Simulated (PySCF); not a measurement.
C₆H₅NO₂.
SMILES: `O=C(O)c1ccccn1`

Torsions of this conformer, `[O:1]=[C:2]([OH:3])[c:4]1[cH:5][cH:6][cH:7][cH:8][n:9]1`: O1–C2–C4–C5 0°, H–O3–C2–O1 0°.

The closed-shell ground state was solved at several levels (PySCF, density fitting, gas phase, non-relativistic). Geometry: PBE0-D3(BJ)/def2-SVP, one conformer, isolated molecule.

```
            level  basis functions  total energy (Eh)  HOMO (eV)  LUMO (eV)  gap (eV)  dipole (D)
wB97X-D/def2-SVPD              226          -436.4140      -9.62      -0.14      9.48        2.46
      B3LYP/pcJ-1              293          -436.8736      -7.38      -1.95      5.43        2.31
```

Problem. What might PBE0/pcSseg-1 (178 basis functions) give for the same quantities?

Solution. Total energy -436.3239 Eh, HOMO -7.67 eV, LUMO -1.79 eV, gap 5.88 eV, dipole 2.32 D.

Problem. Over all these levels, which gives the widest orbital gap and which the narrowest?

Solution. wB97X-D/def2-SVPD (range-separated hybrid) has the widest, 9.48 eV, and B3LYP/pcJ-1 (global hybrid, 20 % exact exchange) the narrowest, 5.43 eV. Functional and basis both differ between the two, so the spread mixes both effects.

Problem. How far do the dipole and the HOMO energy spread over the levels?

Solution. The dipole runs from 2.31 to 2.46 D (mean 2.36 D) and the HOMO from -9.62 to -7.38 eV.

wB97X-D is run here without its empirical dispersion term; that term would change no orbital, density or response property at a fixed geometry.
